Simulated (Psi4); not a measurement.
C₂H₅N, charge +1, doublet, geometry from GFN2-xTB (a state made from the parent by changing its charge; the spin is typed, not shown lowest); M06/6-31G* run with Psi4 1.11.

Input for Psi4:
```
memory 2 GB

molecule mol {
1 2
C     1.201570   -0.255639    0.050208
N    -0.073613    0.195773    0.078063
C    -1.277800    0.163281   -0.102305
H     1.820848    0.425783   -0.546726
H     1.598021   -0.303580    1.072312
H     1.292168   -1.265550   -0.392280
H    -1.824553   -0.676182   -0.555725
H    -1.913813    1.003263    0.188565
}

set {
  basis 6-31g*
  reference uks
}

energy('m06')
print_variables()
```

### Question
Write the output that Psi4 gives for this input, abridged.

### Answer

```
   => Loading Basis Set <=

    Name: 6-31G*
    Role: ORBITAL
    Keyword: BASIS

         ---------------------------------------------------------
                                   SCF
               by Justin Turney, Rob Parrish, Andy Simmonett
                          and Daniel G. A. Smith
                              UKS Reference
         ---------------------------------------------------------

  ==> Geometry <==

    Molecular point group: c1
    Full point group: C1

    Geometry (in Angstrom), charge = 1, multiplicity = 2:

       Center              X                  Y                   Z               Mass
    ------------   -----------------  -----------------  -----------------  -----------------
         C            1.223996505232    -0.274468765092     0.044811573808    12.000000000000
         N           -0.051186494768     0.176943234908     0.072666573808    14.003074004430
         C           -1.255373494768     0.144451234908    -0.107701426192    12.000000000000
         H            1.843274505232     0.406953234908    -0.552122426192     1.007825032230
         H            1.620447505232    -0.322409765092     1.066915573808     1.007825032230
         H            1.314594505232    -1.284379765092    -0.397676426192     1.007825032230
         H           -1.802126494768    -0.695011765092    -0.561121426192     1.007825032230
         H           -1.891386494768     0.984433234908     0.183168573808     1.007825032230

  Running in c1 symmetry.

  Rotational constants: A =      3.04035  B =      0.30718  C =      0.29474 [cm^-1]
  Rotational constants: A =  91147.39257  B =   9208.95865  C =   8835.95739 [MHz]
  Nuclear repulsion =   72.909437598433541

  Charge       = 1
  Multiplicity = 2
  Electrons    = 23
  Nalpha       = 12
  Nbeta        = 11

  ==> Algorithm <==

  SCF Algorithm Type is DF.
  DIIS enabled.
  MOM disabled.
  Fractional occupation disabled.
  Guess Type is SAD.
  Energy threshold   = 1.00e-06
  Density threshold  = 1.00e-06
  Integral threshold = 1.00e-12

  ==> Primary Basis <==

  Basis Set: 6-31G*
    Blend: 6-31G*
    Number of shells: 28
    Number of basis functions: 55
    Number of Cartesian functions: 55
    Spherical Harmonics?: false
    Max angular momentum: 2

  ==> DFT Potential <==

   => LibXC <=

    Version 7.1.2
    S. Lehtola, C. Steigemann, M. J. T. Oliveira, and M. A. L. Marques,  SoftwareX 7, 1–5 (2018) (10.1016/j.softx.2017.11.002)

   => Composite Functional: M06 <=

    M06 Meta-GGA XC Functional  (10.1007/s00214-007-0310-x)
    Y. Zhao and D. G. Truhlar,  Theor. Chem. Acc., 120, 215, 2008

    Deriv               =              1
    GGA                 =           TRUE
    Meta                =           TRUE

    Exchange Hybrid     =           TRUE
    MP2 Hybrid          =          FALSE

   => Exchange Functionals <=

    1.0000   XC_HYB_MGGA_X_M06

   => Exact (HF) Exchange <=

    0.2700               HF

   => Correlation Functionals <=

    1.0000    XC_MGGA_C_M06

   => LibXC Density Thresholds  <==

    XC_MGGA_C_M06:  1.00E-12
    XC_HYB_MGGA_X_M06:  1.00E-15

   => Molecular Quadrature <=

    Radial Scheme          =       TREUTLER
    Pruning Scheme         =           NONE
    Nuclear Scheme         =       TREUTLER

    Blocking Scheme        =         OCTREE
    BS radius alpha        =              1
    Pruning alpha          =              1
    Radial Points          =             75
    Spherical Points       =            302
    Total Points           =         172186
    Total Blocks           =           1333
    Max Points             =            256
    Max Functions          =             55
    Weights Tolerance      =       1.00E-15

   => Loading Basis Set <=

    Name: (6-31G* AUX)
    Role: JKFIT
    Keyword: DF_BASIS_SCF

  ==> Integral Setup <==

  SCF_SUBTYPE=INCORE selected. In-core MEM_DF algorithm will be used.
  Using in-core AOs.

  ==> MemDFJK: Density-Fitted J/K Matrices <==

[...]

  ==> Pre-Iterations <==

  SCF Guess: Superposition of Atomic Densities via on-the-fly atomic UHF (no occupation information).

   -------------------------
    Irrep   Nso     Nmo
   -------------------------
     A         55      55
   -------------------------
    Total      55      55
   -------------------------

  ==> Iterations <==

                           Total Energy        Delta E     RMS |[F,P]|

   @DF-UKS iter SAD:  -133.43699020362956   -1.33437e+02   0.00000e+00
   @DF-UKS iter   1:  -133.42977883842784    7.21137e-03   6.85793e-03 DIIS/ADIIS
   @DF-UKS iter   2:  -133.43614525287555   -6.36641e-03   6.68261e-03 DIIS/ADIIS
   @DF-UKS iter   3:  -133.50004983399012   -6.39046e-02   2.01838e-03 DIIS/ADIIS
   @DF-UKS iter   4:  -133.50546151593798   -5.41168e-03   4.52399e-04 DIIS/ADIIS
   @DF-UKS iter   5:  -133.50583426799190   -3.72752e-04   1.02554e-04 DIIS/ADIIS
   @DF-UKS iter   6:  -133.50588546040746   -5.11924e-05   6.22918e-05 DIIS
   @DF-UKS iter   7:  -133.50590298744882   -1.75270e-05   3.16274e-05 DIIS
   @DF-UKS iter   8:  -133.50590933664952   -6.34920e-06   8.76608e-06 DIIS
   @DF-UKS iter   9:  -133.50591017962446   -8.42975e-07   2.99410e-06 DIIS
   @DF-UKS iter  10:  -133.50591024935096   -6.97265e-08   6.88932e-07 DIIS
  Energy and wave function converged.

  ==> Post-Iterations <==

   Electrons on quadrature grid:
      Nalpha   =   11.9999980849 ; deviation = -1.915e-06
      Nbeta    =   10.9999972558 ; deviation = -2.744e-06
      Ntotal   =   22.9999953407 ; deviation = -4.659e-06

   @Spin Contamination Metric:   9.652351271E-03
   @S^2 Expected:                7.500000000E-01
   @S^2 Observed:                7.596523513E-01
   @S   Expected:                5.000000000E-01
   @S   Observed:                5.000000000E-01

    Orbital Energies [Eh]
    ---------------------

    Alpha Occupied:

[...]
    Alpha Virtual:

[...]
      55A      4.089566

    Beta Occupied:

[...]
    Beta Virtual:

[...]
    Final Occupation by Irrep:
              A
    DOCC [    11 ]
    SOCC [     1 ]
    NA   [    12 ]
    NB   [    11 ]

  @DF-UKS Final Energy:  -133.50591024935096

   => Energetics <=

    Nuclear Repulsion Energy =             72.9094375984335414
    One-Electron Energy =                -316.7321474548984952
    Two-Electron Energy =                 124.5180611786371969
    DFT Exchange-Correlation Energy =     -14.2012615715232240
    Empirical Dispersion Energy =           0.0000000000000000
    VV10 Nonlocal Energy =                  0.0000000000000000
    Total Energy =                       -133.5059102493509613

  UHF NO Occupations:
  HONO-2 :   10  A 1.9990516
  HONO-1 :   11  A 1.9971604
  HONO-0 :   12  A 1.0000000
  LUNO+0 :   13  A 0.0028396
  LUNO+1 :   14  A 0.0009484
  LUNO+2 :   15  A 0.0004529
  LUNO+3 :   16  A 0.0002686

Computation Completed

Properties will be evaluated at   0.000000,   0.000000,   0.000000 [a0]

Properties computed using the SCF density matrix

 Multipole Moments:

 ------------------------------------------------------------------------------------
     Multipole            Electronic (a.u.)      Nuclear  (a.u.)        Total (a.u.)
 ------------------------------------------------------------------------------------

 L = 1.  Multiply by 2.5417464519 to convert [e a0] to [Debye]
 Dipole X            :         -1.3695664            1.0171189           -0.3524476
 Dipole Y            :          0.6758154           -0.8540000           -0.1781847
 Dipole Z            :          0.1159586           -0.2447370           -0.1287783
 Magnitude           :                                                    0.4153949

 ------------------------------------------------------------------------------------

  Variable Map:
  ----------------------------------------------------------------------------
[...]
  Array Variable Map:
  ----------------------------------------------------------------------------
[...]
[...]
```
